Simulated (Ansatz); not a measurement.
CH4FGaInN (`N=[C]([InH2])[GaH][F]`). Charge 0, multiplicity 1. In: def2 effective core potential.

```xyz
9

N    -0.264    1.014   -0.755
C    -0.004   -0.001   -0.023
In    0.172    1.261    1.739
Ga    0.064   -1.815   -0.832
F    -0.282   -1.638   -2.561
H    -0.428    0.831   -1.751
H     1.706    1.991    1.987
H    -1.296    1.629    2.548
H     0.332   -3.272   -0.351
```

Question: What are the harmonic wavenumbers in cm⁻¹ at PBE0-D4/def2-TZVP (Ansatz, finite differences of forces, unscaled)? (Best estimate.)

Answer: Ansatz gave: 48, 55, 101, 138, 190, 264, 333, 369, 486, 513, 559, 585, 649, 763, 863, 1265, 1596, 1830, 1834, 2003, 3354.

Question: Is this a minimum?

Answer: Yes, all 21 modes are real.

Question: Give the ideal-gas thermochemistry at 298.15 K and 1 bar (rigid rotor, harmonic oscillator; point group Cs, symmetry number 1).

Answer: Zero-point energy 106.5 kJ/mol; H(298) − E = 132.0 kJ/mol; entropy 406.1 J/(mol·K), of which translation 176.9, rotation 123.9, vibration 105.3; G(298) − E = 10.9 kJ/mol. Modes under 100 cm⁻¹ are hindered rotations or soft bends, so the harmonic entropy is rough.

Question: And at 400, 500, 600, 800 and 1000 K?

Answer: 
```tsv
T (K)	H − E (kJ/mol)	S (J/mol/K)	G − E (kJ/mol)
400	145.4	444.7	-32.5
500	159.9	477.0	-78.6
600	175.4	505.2	-127.8
800	208.6	552.9	-233.7
1000	243.9	592.2	-348.4
```
